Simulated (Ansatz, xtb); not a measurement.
## Ranking isomers of C7H7Br

3 gas-phase structures of C7H7Br, from a drawn sample of its isomers (lower ones may exist). Each was relaxed with GFN2-xTB:

A. `Cc1ccccc1Br`, a singlet
B. `Cc1ccc(Br)cc1`, a singlet
C. `Cc1cccc(Br)c1`, a singlet

Task: Estimate their order in r2SCAN-D4/def2-SVP energy at these geometries, lowest first.

Result: Calculated order at r2SCAN-D4/def2-SVP: A (0.000), C (0.035), B (0.044) eV. Less than 1 kcal/mol parts A and C; C and B, so the order within those pairs means little.

Energies above the lowest of each column, in eV; the last columns are at B3LYP-D3(BJ)/def2-SVP geometries:

```csv
structure,GFN2-xTB,HF/STO-3G,r2SCAN-D4/def2-SVP,B3LYP-D3(BJ)/def2-SVP,CCSD(T)/def2-SVP + ΔMP2/def2-TZVPP
A,0.000,0.018,0.000,0.000,0.000
C,0.007,0.000,0.035,0.035,0.029
B,0.011,0.000,0.044,0.040,0.039
```

CCSD(T)/def2-SVP + ΔMP2/def2-TZVPP has A and B and C within 1 kcal/mol of each other at the bottom, and every level picks one of them. ΔMP2 is the change of the MP2 energy from the smaller to the larger basis.

Programs: Ansatz 0.2.0, xtb 6.7.1.
